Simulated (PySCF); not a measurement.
# OsO3(H2O): one run

OsO3(H2O) (quintet). PySCF 2.14.0, UKS TPSS, Os def2-SVP with ECP60, O def2-SVP, H def2-SVP; non-relativistic Hamiltonian with scalar-relativistic core potentials where named; density fitting; no spin-orbit coupling. Purpose: multiplicity 5 at the relaxed geometry.

```python
mol = gto.M(atom='''
Os    -0.11679    -0.22475     0.22475
O      0.72133     1.18062     0.87588
O     -0.77408    -1.34822     1.34822
O      0.72133    -0.87588    -1.18062
O     -0.85552     1.32122    -1.32122
H     -1.37548     2.05786    -0.94386
H     -1.37548     0.94386    -2.05786''',
    basis={'Os': 'def2-SVP', 'O': 'def2-SVP', 'H': 'def2-SVP'},
    ecp={'Os': 'def2-SVP'},
    charge=0, spin=4)
mf = dft.UKS(mol, xc='TPSS')
mf.grids.atom_grid = (50, 194)
mf = mf.density_fit()  # fitting sets: Os def2-universal-JKFIT, O def2-universal-JKFIT, H def2-universal-JKFIT
mf.conv_tol = 1e-08; mf.max_cycle = 55
mf.kernel(dm0)  # dm0: free metal ions and neutral atoms
```

Run from Python with OMP_NUM_THREADS=2; the lines above give its settings. Where DIIS fails, smearing, a level shift and second-order steps follow.
It took 6.7 s on 2 threads of Arm Neoverse V2, with other jobs on the host.

**Question.** Where do the frontier levels lie, over both spins?

**Answer.** HOMO -4.06 eV, LUMO -6.80 eV. An empty level of one spin lies below a filled level of the other.

**Question.** What does the SCF print?

**Answer.** 
```
init E= -401.666186389076
cycle= 1 E= -391.414720657687  delta_E= 10.3  |g|= 1.42  |ddm|= 2.84
cycle= 2 E= -380.254596197845  delta_E= 11.2  |g|= 3.97  |ddm|= 5.03
cycle= 3 E= -391.448014516958  delta_E= -11.2  |g|= 1.53  |ddm|= 4.74
cycle= 4 E= -391.641487017671  delta_E= -0.193  |g|= 1.36  |ddm|= 1.83
...
cycle= 16 E= -392.48119964773  delta_E= -4.87e-08  |g|= 2.25e-05  |ddm|= 0.000405
cycle= 17 E= -392.481199647957  delta_E= -2.27e-10  |g|= 1.83e-05  |ddm|= 4.4e-05
Extra cycle  E= -392.48119964611  delta_E= 1.85e-09  |g|= 6.92e-05  |ddm|= 6.74e-05
converged SCF energy = -392.48119964611  <S^2> = 6.0190653  2S+1 = 5.0076203
```

**Question.** What are the Mulliken charges and spins?

**Answer.** 
| atom | charge (e) | spin (e) |
| --- | --- | --- |
| Os1 | 0.772 | 1.863 |
| O2 | -0.317 | 0.755 |
| O3 | -0.347 | 0.541 |
| O4 | -0.317 | 0.755 |
| O5 | -0.209 | 0.069 |
| H6 | 0.210 | 0.009 |
| H7 | 0.210 | 0.009 |

**Question.** How does its energy compare with the relaxed triplet of charge +0 in vacuum?

**Answer.** It lies 3.016 eV higher.

Open shells may have lower solutions than the one found.
